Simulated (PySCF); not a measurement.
Radiative rates from a computed spectrum

Species: C4H3F5O.
Z-matrix (Å and degrees, GFN2-xTB geometry), rows numbered from 1:
```
F 
C   1  1.3619
C   2  1.5329  1  109.17
F   3  1.3571  2  110.59  1   -73.91
F   3  1.3530  2  109.12  1   170.01
C   3  1.5269  2  112.02  1    46.94
F   6  1.3510  3  111.52  2    52.78
O   6  1.3761  3  119.53  2  -167.33
C   8  1.3825  6   64.30  3   112.86
F   9  1.3381  6  118.43  8  -104.79
H   2  1.0941  1  108.41  3   119.35
H   2  1.0943  1  108.31  3  -119.59
H   9  1.0852  6  123.22  8   105.32
```

Level of theory: TDDFT PBE0/def2-SVPD, vertical, gas phase, core orbitals frozen in the response (PySCF 2.14.0, density-fitted response routines).

For one non-degenerate pair of states in vacuum, A = 0.6670 f ν̃² s⁻¹ with ν̃ in cm⁻¹, τ = 1/A, |μ|² = 3f / (2ΔE) in atomic units, and the integrated cross-section is ∫σ dE = 109.76 f Mb·eV.

The rates are for emission to S0 at the absorption energy, with no other channel.

Energies and rates of the computed singlets with f of 0.002 or more:

```json
{"state": "S1", "E (eV)": "8.58", "A (s⁻¹)": "5.96×10⁷"}
{"state": "S2", "E (eV)": "8.67", "A (s⁻¹)": "3.02×10⁷"}
{"state": "S3", "E (eV)": "9.15", "A (s⁻¹)": "1.87×10⁷"}
{"state": "S4", "E (eV)": "9.27", "A (s⁻¹)": "1.71×10⁸"}
{"state": "S5", "E (eV)": "9.41", "A (s⁻¹)": "7.23×10⁷"}
{"state": "S6", "E (eV)": "9.61", "A (s⁻¹)": "4.71×10⁷"}
{"state": "S7", "E (eV)": "9.70", "A (s⁻¹)": "1.83×10⁸"}
{"state": "S8", "E (eV)": "9.83", "A (s⁻¹)": "5.32×10⁷"}
```

Question: Which f and |μ| stand behind these rates?

Answer: f = A / (0.6670 ν̃²), and |μ| follows from f:

```
state       f  |μ| (D)       τ  main configurations (H = HOMO, L = LUMO)
   S1   0.019     0.76   17 ns                    H→L (65%), H→L+1 (28%)
   S2  0.0093     0.53   33 ns       H→L+1 (49%), H→L (27%), H→L+2 (17%)
   S3  0.0052     0.39   53 ns      H→L+3 (66%), H→L+1 (13%), H→L+2 (9%)
   S4   0.046     1.14  5.8 ns                H-1→L (66%), H-1→L+1 (12%)
   S5   0.019     0.73   14 ns                  H→L+2 (64%), H→L+3 (20%)
   S6   0.012     0.57   21 ns     H-2→L (42%), H-3→L (20%), H→L+4 (19%)
   S7   0.045     1.11  5.5 ns     H-3→L (43%), H→L+4 (31%), H→L+5 (10%)
   S8   0.013     0.58   19 ns                H-1→L+1 (69%), H-1→L (10%)
```

Question: How much energy does a mole of photons resonant with S7 carry?

Answer: 9.697 eV × 96.485 = 936 kJ/mol (224 kcal/mol).

Question: Suppose S1 emitted 0.3 eV lower with the same transition dipole. How would A change?

Answer: At fixed |μ|, A goes as the cube of the energy: (8.28/8.58)³ = 0.90, which makes τ about 19 ns.

Question: What is the integrated cross-section of all computed states together?

Answer: Σf = 0.167 over S1 to S8, so 109.76 × Σf ≈ 18.3 Mb·eV.

One conformer stands for the species.

Without π bonds the low states are Rydberg-like; a valence basis with one diffuse set may place them up to an eV too high.
